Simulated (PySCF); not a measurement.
A species of formula C4H12OSSi2 has this rotational fingerprint, computed with PBE0/pcSseg-1 in PySCF (dipole) on a GFN2-xTB geometry, gas phase:

- Rotational constants: A = 1953, B = 632.2, C = 500.8 MHz
- Dipole components: |μa| = 1.40 D, |μb| = 0.40 D, |μc| = 0.52 D
- Inertial defect: -48.98 u·Å²
- κ: -0.82

Question: Which structure is it? (One computed conformer of each.)
A. `[CH3:1][CH2:2][Si@@H:3]([S:4][SiH3:5])[C:6]([CH3:7])=[O:8]` with C1–C2–Si3–S4 159°, C2–Si3–S4–Si5 144°, C2–Si3–C6–C7 43°
B. `[CH3:1][O:2][C@@H:3]1[C@@H:4]([SiH3:5])[Si@@H:6]1[S:7][CH3:8]` with C1–O2–C3–C4 -76°, C4–Si6–S7–C8 -99°
C. `[CH3:1][C:2]([CH3:3])([CH:4]=[O:5])[SiH2:6][SiH2:7][SH:8]` with C1–C2–C4–O5 174°, C1–C2–Si6–Si7 -165°, C2–Si6–Si7–S8 -164°, Si6–Si7–S8–H 61°
D. `[CH2:1]=[CH:2][Si@H:3]([O:4][CH3:5])[SiH2:6][S:7][CH3:8]` with C1–C2–Si3–O4 151°, C2–Si3–O4–C5 61°, C2–Si3–Si6–S7 -58°, Si3–Si6–S7–C8 -175°

Answer: D. It is C=C[Si@H](OC)[SiH2]SC, an asymmetric top, point group C1. The candidates at the same level (rigid rotor, commonest isotopes):

```tsv
SMILES	A (MHz)	B (MHz)	C (MHz)	μa (D)	μb (D)	μc (D)	Δ (u·Å²)	point group	rotor
CO[C@@H]1[C@@H]([SiH3])[Si@@H]1SC	1595	770.2	562.5	0.71	1.58	0.56	-74.58	C1	asymmetric top
CC(C)(C=O)[SiH2][SiH2]S	2313	642.0	578.8	4.65	1.54	0.69	-132.51	C1	near-prolate asymmetric top
CC[Si@@H](S[SiH3])C(C)=O	1727	826.7	588.1	3.69	1.64	0.06	-44.63	C1	asymmetric top
C=C[Si@H](OC)[SiH2]SC	1953	632.2	500.8	1.40	0.40	0.52	-48.98	C1	asymmetric top
```

`CC(C)(C=O)[SiH2][SiH2]S` has A 18 % too high; `CC[Si@@H](S[SiH3])C(C)=O` has B 31 % too high; `CO[C@@H]1[C@@H]([SiH3])[Si@@H]1SC` has B 22 % too high. No structure here is proved a minimum.
